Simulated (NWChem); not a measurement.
All runs are NWChem calculations. System: NSi, charge 0, spin multiplicity 2, optimised in this run. The structure started from a generated list of species. Its SCF solution wasn't tested for a lower state. Level: UPBE0/def2-SVP.

Output (cleaned and shortened):

```
             Northwest Computational Chemistry Package (NWChem) 7.3.0
             --------------------------------------------------------

                                NWChem Input Module
                                -------------------

 Scaling coordinates for geometry "geometry" by  1.889725989
 (inverse scale =  0.529177249)

 Turning off AUTOSYM since
 SYMMETRY directive was detected!

          ------
          auto-z
          ------

                             Geometry "geometry" -> ""
                             -------------------------

 Output coordinates in angstroms (scale by  1.889725989 to convert to a.u.)

  No.       Tag          Charge          X              Y              Z
 ---- ---------------- ---------- -------------- -------------- --------------
    1 Si                  14.0000     0.00000000     0.00000000     0.52212067
    2 N                    7.0000     0.00000000     0.00000000    -1.04424133

 Effective nuclear repulsion energy (a.u.)      33.1081642698

            Nuclear Dipole moment (a.u.)
            ----------------------------
        X                 Y               Z
 ---------------- ---------------- ----------------
     0.0000000000     0.0000000000     0.0000000000

      Symmetry information
      --------------------

 Group name             C2v
 Group number             16
 Group order               4
 No. of unique centers     2

      Symmetry unique atoms

     1    2


 Summary of "ao basis" -> "" (spherical)
 ------------------------------------------------------------------------------
       Tag                 Description            Shells   Functions and Types
 ---------------- ------------------------------  ------  ---------------------
 *                          def2-svp                  on all atoms

                           NWChem Geometry Optimization
                           ----------------------------

 maximum gradient threshold         (gmax) =   0.000450
 rms gradient threshold             (grms) =   0.000300
 maximum cartesian step threshold   (xmax) =   0.001800
 rms cartesian step threshold       (xrms) =   0.001200
 fixed trust radius                (trust) =   0.300000
 maximum step size to saddle      (sadstp) =   0.100000
 energy precision                  (eprec) =   5.0D-06
 maximum number of steps          (nptopt) =   80
 initial hessian option           (inhess) =    0
 line search option               (linopt) =    1
 hessian update option            (modupd) =    1
 saddle point option              (modsad) =    0
 initial eigen-mode to follow     (moddir) =    0
 initial variable to follow       (vardir) =    0
 follow first negative mode     (firstneg) =    T
 apply conjugacy                    (opcg) =    F
 source of zmatrix                         =   autoz

          -------------------
          Energy Minimization
          -------------------

 Names of Z-matrix variables
    1

 Variables with the same non-blank name are constrained to be equal

 Using diagonal initial Hessian
 Scaling for Hessian diagonals: bonds = 1.00  angles = 0.25  torsions = 0.10

          --------
          Step   0
          --------

                         Geometry "geometry" -> "geometry"
                         ---------------------------------

 Output coordinates in angstroms (scale by  1.889725989 to convert to a.u.)

  No.       Tag          Charge          X              Y              Z
 ---- ---------------- ---------- -------------- -------------- --------------
    1 Si                  14.0000     0.00000000     0.00000000     0.52212067
    2 N                    7.0000     0.00000000     0.00000000    -1.04424133

 Effective nuclear repulsion energy (a.u.)      33.1081642698

            Nuclear Dipole moment (a.u.)
            ----------------------------
        X                 Y               Z
 ---------------- ---------------- ----------------
     0.0000000000     0.0000000000     0.0000000000

      Symmetry information
      --------------------

 Group name             C2v
 Group number             16
 Group order               4
 No. of unique centers     2

      Symmetry unique atoms

     1    2

                                 NWChem DFT Module
[...]
 d_dipole_x/<atom=   2,z> =    -0.0000     [   -0.0000]

 Y vector of derivative dipole (au) [debye/angstrom]
 d_dipole_y/<atom=   1,x> =    -0.0000     [   -0.0000]
 d_dipole_y/<atom=   1,y> =     0.3048     [    1.4642]
 d_dipole_y/<atom=   1,z> =    -0.0000     [   -0.0000]
 d_dipole_y/<atom=   2,x> =     0.0000     [    0.0000]
 d_dipole_y/<atom=   2,y> =    -0.3049     [   -1.4643]
 d_dipole_y/<atom=   2,z> =     0.0000     [    0.0000]

 Z vector of derivative dipole (au) [debye/angstrom]
 d_dipole_z/<atom=   1,x> =     0.0000     [    0.0000]
 d_dipole_z/<atom=   1,y> =    -0.0000     [   -0.0000]
 d_dipole_z/<atom=   1,z> =     0.4245     [    2.0389]
 d_dipole_z/<atom=   2,x> =    -0.0000     [   -0.0000]
 d_dipole_z/<atom=   2,y> =     0.0000     [    0.0000]
 d_dipole_z/<atom=   2,z> =    -0.4245     [   -2.0390]

 HESSIAN: the Hessian is done

  Vibrational analysis via the FX method

  See chapter 2 in "Molecular Vibrations" by Wilson, Decius and Cross

  Vib: Default input used

 ---------------------------- Atom information ----------------------------
     atom    #        X              Y              Z            mass
 --------------------------------------------------------------------------
    Si       1  0.0000000D+00  0.0000000D+00  9.9472784D-01  2.7976930D+01
    N        2  0.0000000D+00  0.0000000D+00 -1.9813928D+00  1.4003070D+01
 --------------------------------------------------------------------------

          ----------------------------------------------------
          MASS-WEIGHTED NUCLEAR HESSIAN (Hartree/Bohr/Bohr/Kamu)
          ----------------------------------------------------

               1            2            3            4            5            6
   ----- ----- ----- ----- -----
    1   -6.79266D-04
    2    4.38253D-09 -6.79268D-04
    3   -9.29761D-09 -2.61469D-09  1.80455D+01
    4    6.93084D-04  4.23375D-09 -9.79098D-09 -9.83133D-04
    5    3.39641D-09  6.93084D-04  3.21689D-08  1.84987D-08 -9.83133D-04
    6    1.10273D-08  5.97364D-09 -2.55042D+01  1.37656D-08 -3.79305D-08  3.60501D+01


 ----------------------------------------------------------------------------
 Normal Eigenvalue ||         Derivative Dipole Moments (debye/angs)
  Mode   [cm**-1]  ||      [d/dqX]             [d/dqY]           [d/dqZ]
 ------ ---------- || ------------------ ------------------ -----------------
    1       -6.381 ||       0.338              -0.339             0.000
    2       -6.381 ||      -0.339              -0.338            -0.000
    3       -1.793 ||       0.021              -0.021            -0.000
    4       -1.793 ||      -0.021              -0.021            -0.000
    5        6.183 ||      -0.000              -0.000            -0.000
    6     1195.582 ||      -0.000               0.000            -0.667
 ----------------------------------------------------------------------------

 ----------------------------------------------------------------------------
 Normal Eigenvalue ||                 Infra Red Intensities
  Mode   [cm**-1]  || [atomic units] [(debye/angs)**2] [(KM/mol)] [arbitrary]
 ------ ---------- || -------------- ----------------- ---------- -----------
    1       -6.381 ||    0.009921           0.229         9.671      15.174
    2       -6.381 ||    0.009921           0.229         9.671      15.174
    3       -1.793 ||    0.000038           0.001         0.037       0.058
    4       -1.793 ||    0.000038           0.001         0.037       0.058
    5        6.183 ||    0.000000           0.000         0.000       0.000
    6     1195.582 ||    0.019310           0.445        18.824      29.535
 ----------------------------------------------------------------------------

        Vibrational analysis via the FX method
  --- with translations and rotations projected out ---
  --- via the Eckart algorithm                      ---
 Dependent rotation vector no.                    3
  found in ECKART; assuming linear geometry
 Projected Nuclear Hessian trans-rot subspace norm:1.1479D-41
                         (should be close to zero!)

          --------------------------------------------------------
          MASS-WEIGHTED PROJECTED HESSIAN (Hartree/Bohr/Bohr/Kamu)
          --------------------------------------------------------

               1            2            3            4            5            6
   ----- ----- ----- ----- -----
    1    0.00000D+00
    2    0.00000D+00  0.00000D+00
    3   -1.84791D-24 -4.61977D-25  1.80441D+01
    4    8.55891D-20  0.00000D+00 -3.04050D-24  0.00000D+00
    5    0.00000D+00 -8.55891D-20 -7.50942D-24  3.69196D-24  0.00000D+00
    6    1.30599D-24  1.30599D-24 -2.55049D+01  3.69196D-24  1.47678D-23  3.60506D+01

 center of mass
 --------------
 x =   0.00000000 y =   0.00000000 z =   0.00199735

 moments of inertia (a.u.)
 ------------------
          82.657440428037           0.000000000000           0.000000000000
           0.000000000000          82.657440428037           0.000000000000
           0.000000000000           0.000000000000           0.000000000000

 Rotational Constants
 --------------------
 A=   0.000000 cm-1  (  0.000000 K)
 B=   0.728309 cm-1  (  1.047851 K)
 C=   0.728309 cm-1  (  1.047851 K)

 Temperature                      =   298.15K
 frequency scaling parameter      =   1.0000

 Linear Molecule

 Zero-Point correction to Energy  =    1.708 kcal/mol  (  0.002722 au)
 Thermal correction to Energy     =    3.200 kcal/mol  (  0.005099 au)
 Thermal correction to Enthalpy   =    3.792 kcal/mol  (  0.006043 au)

 Total Entropy                    =   50.367 cal/mol-K
   - Translational                =   37.114 cal/mol-K (mol. weight =  41.9800)
   - Rotational                   =   13.211 cal/mol-K (symmetry #  =        1)
   - Vibrational                  =    0.042 cal/mol-K

 Cv (constant volume heat capacity) =    5.173 cal/mol-K
   - Translational                  =    2.979 cal/mol-K
   - Rotational                     =    1.986 cal/mol-K
   - Vibrational                    =    0.208 cal/mol-K


 ----------------------------------------------------------------------------
 Normal Eigenvalue ||    Projected Derivative Dipole Moments (debye/angs)
  Mode   [cm**-1]  ||      [d/dqX]             [d/dqY]           [d/dqZ]
 ------ ---------- || ------------------ ------------------ -----------------
    1        0.000 ||       0.277              -0.000             0.000
    2        0.000 ||      -0.000               0.277            -0.000
    3        0.000 ||      -0.391               0.000            -0.000
    4        0.000 ||       0.000              -0.391             0.000
    5        0.000 ||       0.000              -0.000            -0.000
    6     1195.589 ||      -0.000               0.000            -0.667
 ----------------------------------------------------------------------------

 ----------------------------------------------------------------------------
 Normal Eigenvalue ||           Projected Infra Red Intensities
  Mode   [cm**-1]  || [atomic units] [(debye/angs)**2] [(KM/mol)] [arbitrary]
 ------ ---------- || -------------- ----------------- ---------- -----------
    1        0.000 ||    0.003321           0.077         3.238       5.080
    2        0.000 ||    0.003321           0.077         3.238       5.080
    3        0.000 ||    0.006637           0.153         6.470      10.152
    4        0.000 ||    0.006637           0.153         6.470      10.152
    5        0.000 ||    0.000000           0.000         0.000       0.000
    6     1195.589 ||    0.019310           0.445        18.824      29.535
 ----------------------------------------------------------------------------

 Task  times  cpu:        9.2s     wall:        9.2s

 Total times  cpu:       10.7s     wall:       10.7s
```

Problem. Write an NWChem input that would produce this output.

Solution. Several could match; the one computed here: 
```
start mol
memory heap 200 mb stack 900 mb global 1100 mb
geometry units angstroms
  Si     0.000000     0.000000     0.522121
  N      0.000000     0.000000    -1.044241
  symmetry group C2v
end
basis spherical
  * library def2-svp
end
dft
  xc pbe0
  odft
  mult 2
  semidirect memsize 60000000 filesize 0
  iterations 100
end
driver
  maxiter 80
end
task dft optimize
task dft freq
```
